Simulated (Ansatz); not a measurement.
CH5BFNO can be A, `COB(N)F`, or B, `NBOCF`.

Computed with Ansatz on PBE0-D4/def2-TZVP structures; ΔE is electronic, products minus reactants. CCSD(T)/CBS is the MP2 limit (def2-TZVPP, def2-QZVPP) plus CCSD(T) − MP2 in def2-TZVPP, frozen cores. This one scheme is used for every species. Functionals use def2-TZVPP. B3LYP here is the variant with VWN-RPA as its local correlation; programs differ in this. One conformer a species, not always the lowest.

A:

```xyz
10

C     0.327   -0.591   -1.551
O    -0.103   -0.674   -0.208
B    -0.077    0.425    0.591
N    -0.499    0.349    1.924
F     0.356    1.602    0.105
H     0.183   -1.573   -2.003
H     1.386   -0.324   -1.615
H    -0.252    0.147   -2.113
H    -0.830   -0.504    2.333
H    -0.491    1.143    2.537
```

B:

Z-matrix (Å, degrees):
```
C
F 1 1.375
O 1 1.372 2 109.9
H 1 1.092 2 107.4 3 -118.2
H 1 1.096 2 107.1 3 121.7
B 3 1.378 1 120.1 2 88.8
N 6 1.391 3 118.4 1 -174.2
H 6 1.199 3 120.4 1 7.0
H 7 1.003 6 122.6 3 -178.9
H 7 1.006 6 122.7 3 2.2
```

Which isomer does CCSD(T)/CBS put lower? Give the gap. (Best estimate.)

The calculation gave: A, by 182.3 kJ/mol.

Give E(B) − E(A) in kJ/mol with r2SCAN-D4, PBE-D4, B3LYP-D4, CCSD/def2-TZVPP, ωB97M-V, B3LYP, CCSD(T)/def2-TZVPP. (Estimate.)

Computed: r2SCAN-D4 179.5, PBE-D4 169.1, B3LYP-D4 177.6, CCSD/def2-TZVPP 182.6, ωB97M-V 178.1, B3LYP 176.5, CCSD(T)/def2-TZVPP 180.4. None reverses the order clearly.

Largest T1 diagnostic: 0.012.

From PBE to PBE0 (25 % exact exchange), in def2-TZVPP and without D4, E(B) − E(A) moves by +7.0 kJ/mol.
